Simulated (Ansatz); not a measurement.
B₆P₆H₂₂, a cluster cut from zinc blende BP (hydrogen-capped), relaxed as a singlet with RKS r2SCAN-D4/def2-SVP in Ansatz, starting from the GFN2-xTB geometry. Force threshold 0.03 eV/Å.

Start:

```xyz
34

B     0.273    1.180   -3.228
B     2.434   -0.270    0.541
B    -2.329    2.176   -1.320
B    -0.101    0.703    2.407
B    -0.579   -0.529   -0.509
B     1.602   -2.041    3.242
P    -1.480    1.980   -3.047
P     0.646    0.465    0.636
P     0.084   -0.512   -2.326
P     2.286   -1.973    1.436
P    -2.276    0.394   -0.592
P    -0.066   -1.068    3.170
H     1.064    1.837   -2.630
H     0.544    1.017   -4.373
H     3.187    0.405    1.171
H     2.763   -0.424   -0.598
H    -1.657    2.880   -0.634
H    -3.451    2.547   -1.443
H     0.618    1.394    3.060
H    -1.224    1.106    2.336
H    -0.723   -1.649   -0.120
H     2.352   -1.428    3.939
H     1.428   -3.163    3.593
H    -1.530    3.181   -3.742
H    -2.358    1.298   -3.889
H     0.705    1.737    0.052
H     1.235   -1.279   -2.419
H    -0.719   -1.371   -3.084
H     3.490   -2.667    1.370
H     1.584   -2.877    0.637
H    -2.920    0.317    0.633
H    -3.177   -0.429   -1.275
H    -0.658   -1.069    4.429
H    -1.046   -1.867    2.578
```

```
step  energy (eV)  largest force component (eV/Å)  SCF passes
   1  -60125.4980                           0.497          17
   2  -60125.7737                           0.322          18
   3  -60125.8070                           0.261          17
   4  -60125.8356                           0.050          19
   5  -60125.8374                           0.013          20
```

Force components are those of the run's own axes.

End:

```xyz
34

B     0.189    1.172   -3.317
B     2.441   -0.306    0.568
B    -2.392    2.163   -1.421
B    -0.095    0.667    2.434
B    -0.589   -0.496   -0.541
B     1.569   -2.116    3.237
P    -1.563    2.012   -3.177
P     0.647    0.480    0.631
P     0.102   -0.524   -2.367
P     2.324   -2.041    1.443
P    -2.320    0.407   -0.586
P    -0.099   -1.111    3.226
H     0.955    1.872   -2.680
H     0.504    1.000   -4.477
H     3.162    0.377    1.273
H     2.843   -0.430   -0.575
H    -1.660    2.877   -0.758
H    -3.539    2.553   -1.507
H     0.697    1.324    3.087
H    -1.222    1.129    2.416
H    -0.723   -1.634   -0.128
H     2.331   -1.470    3.935
H     1.398   -3.263    3.603
H    -1.487    3.305   -3.749
H    -2.467    1.407   -4.092
H     0.757    1.790    0.097
H     1.380   -1.131   -2.356
H    -0.624   -1.490   -3.115
H     3.614   -2.626    1.486
H     1.681   -2.986    0.598
H    -2.823    0.484    0.734
H    -3.277   -0.471   -1.164
H    -0.565   -1.022    4.562
H    -1.147   -1.901    2.680
```

By distances, no bond broke or formed. The bond that changes most is P11–H31, from 1.39 to 1.41 Å (atoms count from 1).

No frequencies were taken in this run, so the end may be a saddle point.

It took 76 s on 4 threads of Arm Neoverse V1 on a shared host, peak host memory 0.8 GiB.
